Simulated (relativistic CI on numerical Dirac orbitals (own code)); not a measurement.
# Rh⁶⁺: L2,3 absorption edge

Computed with this model: Dirac-Coulomb-Breit CI, separate exchange-only KLI orbitals for each configuration, model QED, valence Slater integrals scaled by 0.7, multiplet model of core-to-valence dipole absorption; configurations [Kr] 4d3 → [He] 2s2 2p5 3s2 3p6 3d10 4s2 4p6 4d4; 10 K; Lorentzian 1.6 eV and Gaussian 0.5 eV FWHM. Energies are those of the free ion, without screening or charge transfer. The branching ratio is the share of the lower-energy edge in the whole absorption, uncertain by about 0.02 where the edges overlap. S is read from ⟨S²⟩ = S(S + 1).

Field parameters in Wybourne normalisation: D4h B²₀ = −7Ds, B⁴₀ = 21(Dq − Dt), B⁴₄ = 21√(5/14) Dq. The field is a parameter set, without covalency.

Peaks in eV (height, largest 100): 3017.8 (100), 3158.0 (11), 3160.2 (17).

(1) Which surroundings give this spectrum?
A. D4h, 10Dq = 39400, Ds = 1070, Dt = 640 cm⁻¹
B. free ion
C. D4h, 10Dq = 39400, Ds = -1500, Dt = 640 cm⁻¹
D. D4h, 10Dq = 39400, Ds = 2360, Dt = 640 cm⁻¹

Answers

(1) B. free ion, where the ground state has S = 1.47.
